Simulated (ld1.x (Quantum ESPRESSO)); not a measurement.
sulfur (S): excitation energies, all-electron against TM

- Element: S (Z = 16)
- Generator: ld1.x (Quantum ESPRESSO) 7.5
- Type: norm-conserving Troullier–Martins (Kleinman–Bylander form)
- Functional: PBE
- Relativity: scalar-relativistic
- Frozen core: [Ne]
- Valence charge: 6
- Reference configuration: 3s2 3p3.75 (charge +0.25)
- Partial waves: 3p (bound): rc 1.75 bohr; 3d channel at -0.15 Ry: rc 1.30 bohr; 3s (bound): rc 0.95 bohr
- Local potential: the s channel
- Core correction: a·sin(br)/r model core inside 0.95 bohr

Energies are relative to the spin-unpolarised reference configuration 3s2 3p3.75; without spin polarisation the order of configurations can differ from experiment.

Q: Give the all-electron excitation energy and the error of the potential for: 3s2 3p4; 3s2 3p3; 3s2 3p2; 3s1 3p4; 3s2 3p0; 3s1 3p5; 3s2 3p3.5.

A:

| valence configuration | charge | ΔE all-electron (eV) | error AE − PS (meV) |
| --- | --- | --- | --- |
| 3s2 3p4 | 0 | -2.036 | +0.4 |
| 3s2 3p3 | +1 | 9.733 | +3.8 |
| 3s2 3p2 | +2 | 32.016 | +36 |
| 3s1 3p4 | +1 | 20.611 | +9.7 |
| 3s2 3p0 | +4 | 112.855 | +346 |
| 3s1 3p5 | 0 | 8.274 | +1.1 |
| 3s2 3p3.5 | +0.5 | 2.623 | +0.2 |
